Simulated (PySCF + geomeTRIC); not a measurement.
[Ru(Cl)4]- (charge -1, multiplicity 2), PySCF + geomeTRIC with TPSS-D3(BJ)/def2-SVP. The calculation was stopped at its time limit.

```python
import json, numpy as np
from pyscf import gto, dft
from fastk import lowrank_exchange
atoms = """
Ru    -0.004761     0.004074    -0.000406
Cl    -0.907773     0.080619     2.055510
Cl     1.578928    -1.423547     0.709220
Cl     0.603066     1.914552    -1.014740
Cl    -1.292607    -0.559852    -1.753352
"""
def scf(charge, spin, dm0=None):
    mol = gto.M(atom=atoms, basis='def2-svp', ecp={'Ru': 'def2-svp'}, charge=charge, spin=spin, verbose=3, max_memory=5040)
    mf = dft.KS(mol, xc='tpss').density_fit(auxbasis="def2-universal-jkfit")
    mf.disp = 'd3bj'
    mf.grids.level = 3
    mf.conv_tol = 1e-8
    mf.max_cycle = 120
    mf.level_shift = 0.25
    mf.kernel(dm0)
    if not mf.converged:
        mf = mf.newton().run(mf.mo_coeff, mf.mo_occ).undo_soscf()
    return mf
mf = scf(-1, 1)
lowrank_exchange(mf)  # same exchange matrices as the stock routine, built faster for response steps
mo, _, stable, _ = mf.stability(return_status=True)
if not stable:
    mf.kernel(mf.make_rdm1(mo, mf.mo_occ))
del mf.get_jk
from pyscf.geomopt.geometric_solver import kernel as optimize
path = []
done, mol = optimize(mf, maxsteps=120, assert_convergence=False, callback=lambda env: path.append((env["energy"], bool(env["g_scanner"].converged))))
res = dict(converged=bool(done and path[-1][1]), energy=path[-1][0], path=[e for e, c in path], xyz=mol.atom_coords(unit="Angstrom").tolist(), nao=mol.nao)
json.dump(res, open("result.json", "w"))
```

The last lines of the output:

```
Step    8 : Displace = 8.266e-02/1.050e-01 (rms/max) Trust = 3.000e-01 (=) Grad = 1.790e-03/1.952e-03 (rms/max) E (change) = -1935.4205633882 (-4.007e-04) Quality = 2.953
Step    9 : Displace = 2.186e-02/2.446e-02 (rms/max) Trust = 3.000e-01 (=) Grad = 1.057e-03/1.309e-03 (rms/max) E (change) = -1935.4206306823 (-6.729e-05) Quality = 1.732
Step   10 : Displace = 2.455e-02/3.611e-02 (rms/max) Trust = 3.000e-01 (=) Grad = 9.801e-04/1.677e-03 (rms/max) E (change) = -1935.4206287068 (+1.976e-06) Quality = -0.033
Step   11 : Displace = 1.017e-02/1.491e-02 (rms/max) Trust = 1.227e-02 (-) Grad = 4.025e-04/5.410e-04 (rms/max) E (change) = -1935.4206607755 (-3.207e-05) Quality = 1.601
Step   12 : Displace = 4.637e-03/6.805e-03 (rms/max) Trust = 1.736e-02 (+) Grad = 5.667e-04/8.965e-04 (rms/max) E (change) = -1935.4206678820 (-7.107e-06) Quality = 0.392
Step   13 : Displace = 1.208e-02/1.470e-02 (rms/max) Trust = 1.736e-02 (=) Grad = 8.019e-04/1.152e-03 (rms/max) E (change) = -1935.4206926748 (-2.479e-05) Quality = 0.943
Step   14 : Displace = 2.302e-02/2.816e-02 (rms/max) Trust = 2.455e-02 (+) Grad = 7.047e-04/1.077e-03 (rms/max) E (change) = -1935.4207281511 (-3.548e-05) Quality = 0.893
Step   15 : Displace = 1.634e-02/1.966e-02 (rms/max) Trust = 3.472e-02 (+) Grad = 5.792e-04/7.473e-04 (rms/max) E (change) = -1935.4207627273 (-3.458e-05) Quality = 1.392
Step   16 : Displace = 4.971e-02/6.157e-02 (rms/max) Trust = 4.910e-02 (+) Grad = 1.437e-03/2.184e-03 (rms/max) E (change) = -1935.4208802287 (-1.175e-04) Quality = 1.232
Step   17 : Displace = 7.315e-02/9.205e-02 (rms/max) Trust = 6.944e-02 (+) Grad = 2.882e-03/4.040e-03 (rms/max) E (change) = -1935.4211321350 (-2.519e-04) Quality = 1.362
Step   18 : Displace = 1.510e-02/2.112e-02 (rms/max) Trust = 9.820e-02 (+) Grad = 1.290e-03/2.017e-03 (rms/max) E (change) = -1935.4213540703 (-2.219e-04) Quality = 1.489
Step   19 : Displace = 3.360e-02/4.679e-02 (rms/max) Trust = 1.389e-01 (+) Grad = 1.778e-03/2.224e-03 (rms/max) E (change) = -1935.4215984106 (-2.443e-04) Quality = 1.437
Step   20 : Displace = 5.035e-02/7.021e-02 (rms/max) Trust = 1.964e-01 (+) Grad = 2.363e-03/3.110e-03 (rms/max) E (change) = -1935.4218296031 (-2.312e-04) Quality = 1.366
Step   21 : Displace = 4.149e-02/5.680e-02 (rms/max) Trust = 2.777e-01 (+) Grad = 1.776e-03/2.830e-03 (rms/max) E (change) = -1935.4219806209 (-1.510e-04) Quality = 1.361
```
